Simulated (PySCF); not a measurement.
Species: C₅H₄F₂.
Atom-mapped SMILES: `[CH:1]#[C:2][C:3](=[CH2:4])[CH:5]([F:6])[F:7]` (hydrogens: H8 on C1; H9, H10 on C4; H11 on C5)

The same species was optimised twice, with GFN2-xTB and with PBE0-D3(BJ)/def2-SVP (PySCF), and the same property calculations (PySCF, gas phase) were run on both structures.

```csv
coordinate,GFN2-xTB,PBE0-D3(BJ)/def2-SVP,change
C1≡C2 (Å),1.200,1.213,+0.013
C2–C3 (Å),1.416,1.427,+0.011
C3=C4 (Å),1.330,1.341,+0.011
C5–F7 (Å),1.360,1.350,-0.010
C5–F6 (Å),1.353,1.347,-0.006
C3–C5 (Å),1.513,1.512,-0.001
F6–C5–F7 (°),106.0,108.0,+2.0
C4–C3–C5 (°),122.4,121.2,-1.2
C2–C3–C5 (°),114.1,115.3,+1.2
C3–C5–F6 (°),111.9,110.9,-1.0
C3–C5–F7 (°),110.7,110.0,-0.7
C1–C2–C3 (°),178.6,178.0,-0.6
C2–C3–C4 (°),123.5,123.5,0.0
C2–C3–C5–F6 (°),-168,179,-13
```

Rotational constants: A = 4473, B = 1982, C = 1529 MHz (GFN2-xTB) against A = 4449, B = 2059, C = 1500 MHz (PBE0-D3(BJ)/def2-SVP). Point groups within 0.08 Å: C1 and C1.

On the GFN2-xTB structure: HOMO (eV) -7.65 [PBE0/pcSseg-1]; LUMO (eV) -1.42 [PBE0/pcSseg-1]; dipole (D) 2.03 [PBE0/pcSseg-1]; GIAO shielding of C1 (ppm) 94.9 [PBE0/pcSseg-1]; GIAO shielding of C2 (ppm) 102.5 [PBE0/pcSseg-1]; GIAO shielding of C3 (ppm) 54.0 [PBE0/pcSseg-1]; GIAO shielding of C4 (ppm) 50.1 [PBE0/pcSseg-1]; GIAO shielding of C5 (ppm) 67.7 [PBE0/pcSseg-1]; GIAO shielding of F6/F7 (mean) (ppm) 307.1 [PBE0/pcSseg-1].

Q: What do these properties become on the PBE0-D3(BJ)/def2-SVP structure?

A: 
```json
{"property": "HOMO (eV)", "level": "PBE0/pcSseg-1", "on GFN2-xTB": "-7.65", "on PBE0-D3(BJ)/def2-SVP": "-7.57", "change": "+0.08"}
{"property": "LUMO (eV)", "level": "PBE0/pcSseg-1", "on GFN2-xTB": "-1.42", "on PBE0-D3(BJ)/def2-SVP": "-1.39", "change": "+0.03"}
{"property": "dipole (D)", "level": "PBE0/pcSseg-1", "on GFN2-xTB": "2.03", "on PBE0-D3(BJ)/def2-SVP": "1.94", "change": "-0.09"}
{"property": "energy, GFN2-xTB geometry as zero (kcal/mol)", "level": "PBE0/pcSseg-1", "on GFN2-xTB": "0.0", "on PBE0-D3(BJ)/def2-SVP": "-0.5", "change": "-0.5"}
{"property": "GIAO shielding of C1 (ppm)", "level": "PBE0/pcSseg-1", "on GFN2-xTB": "94.9", "on PBE0-D3(BJ)/def2-SVP": "92.7", "change": "-2.2"}
{"property": "GIAO shielding of C2 (ppm)", "level": "PBE0/pcSseg-1", "on GFN2-xTB": "102.5", "on PBE0-D3(BJ)/def2-SVP": "102.7", "change": "+0.2"}
{"property": "GIAO shielding of C3 (ppm)", "level": "PBE0/pcSseg-1", "on GFN2-xTB": "54.0", "on PBE0-D3(BJ)/def2-SVP": "50.8", "change": "-3.2"}
{"property": "GIAO shielding of C4 (ppm)", "level": "PBE0/pcSseg-1", "on GFN2-xTB": "50.1", "on PBE0-D3(BJ)/def2-SVP": "47.6", "change": "-2.5"}
{"property": "GIAO shielding of C5 (ppm)", "level": "PBE0/pcSseg-1", "on GFN2-xTB": "67.7", "on PBE0-D3(BJ)/def2-SVP": "69.4", "change": "+1.7"}
{"property": "GIAO shielding of F6/F7 (mean) (ppm)", "level": "PBE0/pcSseg-1", "on GFN2-xTB": "307.1", "on PBE0-D3(BJ)/def2-SVP": "314.8", "change": "+7.7"}
```

The heavy atoms differ by 0.136 Å rms after alignment. Among bonds between heavy atoms C1≡C2 changes most (+0.013 Å). Changes are differences of the printed values. Neither structure is proved a minimum here.

Conformer computed: `[CH:1]#[C:2][C:3](=[CH2:4])[CH:5]([F:6])[F:7]`: C2–C3–C5–F6 179°.
